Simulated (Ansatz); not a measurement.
# Reading a saddle point

A first-order saddle point of BSiH₅F₂, singlet, PBE0-D4/def2-TZVP, with one imaginary mode of 1181i cm⁻¹:

B1  (-0.551, -0.903, 0.141)
Si2  (0.395, 1.056, -0.230)
F3  (-0.918, -1.400, -1.065)
F4  (-1.489, -0.712, 1.101)
H5  (0.681, -0.785, 0.428)
H6  (0.371, -1.755, 0.655)
H7  (-0.823, 1.699, -0.782)
H8  (0.851, 1.761, 0.995)
H9  (1.483, 1.041, -1.242)
(Å)

Program: Ansatz 0.2.0. Basis: def2-TZVPP and def2-QZVPP. Cores are frozen in the correlated methods. Extrapolation: Hartree–Fock as exp(−7.88 √X), correlation as X^−2.97.

Q: Which contacts change along the imaginary mode, and what lies on either side? (Judge from chemistry; the calculation decides.)

A: Computed: The step is BSiH₃F₂ ([F][B]([F])[SiH3]) + H₂ → BHF₂ ([F][BH][F]) + SiH₄, with the molecules in contact on both sides. Shortening one way: B1–H6, Si2–H5; lengthening the same way: B1–Si2, H5–H6.
```tsv
pair	one side (Å)	saddle (Å)	other side (Å)
B1–H6	3.07	1.36	1.19
Si2–H5	3.57	1.98	1.49
B1–Si2	2.03	2.21	3.74
H5–H6	0.75	1.04	2.89
```

Q: Which side is lower, and how far does the saddle lie above each? (To be estimated.)

A: By the calculation: The side with B1–H6, Si2–H5 short is lower by 0.486 eV; the saddle lies 2.255 eV above it and 1.769 eV above the other (CCSD(T) at an estimated basis limit (MP2 extrapolated from triple and quadruple zeta, plus CCSD(T) − MP2 in triple zeta); electronic energies).

No T1 diagnostic of these runs exceeds 0.014.

Labels in which every atom is bracketed show which atoms are joined, not bond orders.

For scale, one of the runs: CCSD(T)/def2-TZVPP, 205 basis functions, launched by `ansatz run in.yaml --threads 4 --pin off --events-out ev --progress --plain --max-ram 9574MiB`. Time: 57 s of wall clock on 4 CPU threads of an Arm Neoverse V1; the host was shared. Peak host memory: 2.7 GiB.
